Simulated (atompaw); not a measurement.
## Ru: variants of one PAW (atompaw) potential

Base potential:

* Element: ruthenium (Ru)
* Generator: atompaw 4.2.0.5
* Type: PAW
* Functional: PBEsol
* Relativity: scalar-relativistic
* Frozen core: [Kr]
* Valence charge: 8
* Reference configuration: 4d7 5s0 5p1
* Partial waves: 5s (bound, empty): rc 2.50 bohr; 5s channel at 0.05 Ry: rc 2.50 bohr; 5p (bound): rc 1.60 bohr; 5p channel at 2.85 Ry: rc 1.60 bohr; 4d (bound): rc 2.05 bohr; 4d channel at -0.05 Ry: rc 2.50 bohr
* Local potential: ultrasoft scheme with l = 3 at 0 Ry, radius 2.25 bohr
* Core correction: smooth core density matched at 1.90 bohr
* Augmentation charge: sinc compensation charge, radius 1.95 bohr; PAW radius 2.50 bohr; waves and projectors: custom polynom2 7 10 vanderbiltortho

Cutoffs, loose and tight: the cutoffs (Ry, on a coarse ladder) from which the occupation-weighted sum of valence levels, in a spherical-Bessel basis at the reference potential, stays within 10 and 1 mRy of its value at 400 Ry. They see the waves, projectors and local potential, not the compensation charge or the core. A dash means not determined.

A true bound ghost makes a file unfit for plane-wave use even where its test errors are small: the radial tests pick states by their node count and pass the ghost by.

| change | outcome | cutoff, loose | cutoff, tight | bound ghosts |
| --- | --- | --- | --- | --- |
| base | generated | 21 Ry | 30 Ry | p |
| all radii scaled by about 0.80 (s 2.00, p 1.28, d 1.64 bohr); local potential ultrasoft scheme with l = 3 at 0 Ry, radius 1.80 bohr; augmentation sinc compensation charge, radius 1.56 bohr; PAW radius 2.00 bohr; waves and projectors: custom polynom2 7 10 vanderbiltortho; core correction smooth core density matched at 1.52 bohr | failed: atompaw: The overlap operator has at least one negative eigenvalue! | – | – | – |
| all radii scaled by about 0.86 (s 2.14, p 1.38, d 1.76 bohr); local potential ultrasoft scheme with l = 3 at 0 Ry, radius 1.92 bohr; augmentation sinc compensation charge, radius 1.68 bohr; PAW radius 2.14 bohr; waves and projectors: custom polynom2 7 10 vanderbiltortho; core correction smooth core density matched at 1.62 bohr | failed: atompaw: The overlap operator has at least one negative eigenvalue! | – | – | – |
| all radii scaled by about 1.27 (s 3.18, p 2.04, d 2.60 bohr); local potential ultrasoft scheme with l = 3 at 0 Ry, radius 2.86 bohr; augmentation sinc compensation charge, radius 2.48 bohr; PAW radius 3.18 bohr; waves and projectors: custom polynom2 7 10 vanderbiltortho; core correction smooth core density matched at 2.42 bohr | generated | 30 Ry | 70 Ry | none |

Task: What comes out with this change to the base: all radii scaled by about 1.14 (s 2.86, p 1.84, d 2.34 bohr); local potential ultrasoft scheme with l = 3 at 0 Ry, radius 2.58 bohr; augmentation sinc compensation charge, radius 2.24 bohr; PAW radius 2.86 bohr; waves and projectors: custom polynom2 7 10 vanderbiltortho; core correction smooth core density matched at 2.18 bohr?

Result: outcome: generated; cutoff, loose: 25 Ry; cutoff, tight: 45 Ry; bound ghosts: p.

Task: What comes out with this change to the base: all radii scaled by about 1.08 (s 2.70, p 1.72, d 2.22 bohr); local potential ultrasoft scheme with l = 3 at 0 Ry, radius 2.44 bohr; augmentation sinc compensation charge, radius 2.10 bohr; PAW radius 2.70 bohr; waves and projectors: custom polynom2 7 10 vanderbiltortho; core correction smooth core density matched at 2.06 bohr?

Result: outcome: generated; cutoff, loose: 18 Ry; cutoff, tight: 55 Ry; bound ghosts: p.

Reading the sweep of the scale of all radii (base = 1) (base included, trends over the rows without a ghost): Bound ghosts are found at 1, 1.08, 1.14. The generation fails at 0.8, 0.86.
